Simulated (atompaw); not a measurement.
**Pseudopotential generation for gallium (Ga): PAW (atompaw), PBE, scalar-relativistic.**

The input file (atompaw 4.2.0.5):

```
Ga 31
GGA-PBE scalarrelativistic loggrid 1500 logderivrange -4 5 226
4 4 3 0 0 0
4 0 1
4 1 0
0 0 0
c
c
c
v
c
c
v
c
2
2.10 2.05 1.70 1.65
y
-0.5
n
y
1.3
n
y
0.35
y
1.35
n
custom rrkj vanderbiltortho gaussian
3 0 ultrasoft
2.10
2.10
2.10
2.10
2.00
2.10
PWSCFOUT
UPFDX 0.0125d0 UPFXMIN -7.d0 UPFZMESH 31.d0
END
```

Command:

```bash
atompaw < Ga.input > Ga.log
```

Resulting log (summary file):

```
Completed calculations for Ga (AE)

 Exchange-correlation type: GGA, Perdew-Burke-Ernzerhof

 Radial integration grid is logarithmic
 r0 =   2.7104631E-04 h =   8.4024356E-03   n =      1500 rmax =   8.0000000E+01

 Scalar relativistic calculation

 AEatom converged in  29 iterations
   nz     =  31.00
   delta  =       6.333581713390E-17

 All Electron Orbital energies:
  n  l      occupancy      energy
  1  0      2.0000000E+00 -7.5340007E+02
  2  0      2.0000000E+00 -9.4265254E+01
  3  0      2.0000000E+00 -1.2381519E+01
  4  0      1.0000000E+00 -1.9160845E+00
  2  1      6.0000000E+00 -8.2251401E+01
  3  1      6.0000000E+00 -8.7607601E+00
  4  1      0.0000000E+00 -1.3037550E+00
  3  2      1.0000000E+01 -2.8927728E+00

 Total energy
   Total                    :    -3885.90468047030390

 ---
 Completed calculations for Ga (SC)

 Exchange-correlation type: GGA, Perdew-Burke-Ernzerhof

 Radial integration grid is logarithmic
 r0 =   2.7104631E-04 h =   8.4024356E-03   n =      1500 rmax =   8.0000000E+01

 Scalar relativistic calculation

 SCatom converged in   2 iterations
   nz     =  31.00
   delta  =       2.127002419963E-17

 Valence Electron Orbital energies:
  n  l      occupancy      energy
   4  0      1.0000000E+00 -1.9160845E+00
   4  1      0.0000000E+00 -1.3037550E+00

 Total energy
   Total                    :    -3885.90468046969909
   Valence                  :     -151.49452099641121

 PAW parameters:
       lmax =            2
         rc =    2.1035924779052819
        irc =         1067
   rc_shape =    2.0512225700326021
    rc_vloc =    1.7049837479249770
    rc_core =    1.6625361103070269
   Vloc: Non norm-conserving form with l= 3;e=   0.0000E+00
   Projector type: RRKJ pseudization + Vanderbilt ortho.
   Gaussian compensation charge shape with gausstol =   1.0000E-04

 Number of basis functions     6
 No.   n  nodes  l      Energy         Cp coeff         Occ
  1    4    3    0   -0.1916085E+01  0.4567605E+02  0.1000000E+01
  2  999    4    0   -0.5000000E+00  0.3092179E+01  0.0000000E+00
  3    4    2    1   -0.1303755E+01  0.3647471E+02  0.0000000E+00
  4  999    3    1    0.1300000E+01  0.4248670E+00  0.0000000E+00
  5  999    1    2    0.3500000E+00 -0.4197362E+03  0.0000000E+00
  6  999    2    2    0.1350000E+01 -0.2035420E+03  0.0000000E+00

 Eigenvalues of overlap operator (in the basis of projectors):
    1        4.37324929E-02
    2        5.73137631E-02
    3        1.15239380E+00
    4        3.56886457E+01
    5        5.17964582E+01
    6        8.15627300E+04

 Orbital leakage outside PAW augmentation regions
   orb  is_core?  %out_of_sphere
   1 0    T           0.00
   2 0    T           0.00
   3 0    T           0.01
   4 0    F          43.66
   2 1    T           0.00
   3 1    T           0.05
   4 1    F          63.99
   3 2    T           1.42

 Summary of PAW energies
   Total valence energy     :   -151.49464099657254
   Smooth energy            :     11.89411679027074
   One center               :   -163.38875778684329
   Smooth kinetic           :      0.67528534311189
   Vloc energy              :     -0.15121866416662
   Smooth exch-corr         :     -4.39551303031438
   One-center xc            :   -145.61989937700039
```

Note: ghost state, extra bound levels that the all-electron valence spectrum of the same l lacks: d at -33.2 eV. A true bound ghost makes a file unfit for plane-wave use.

The run took about 1.9 s on one core of a shared server CPU.
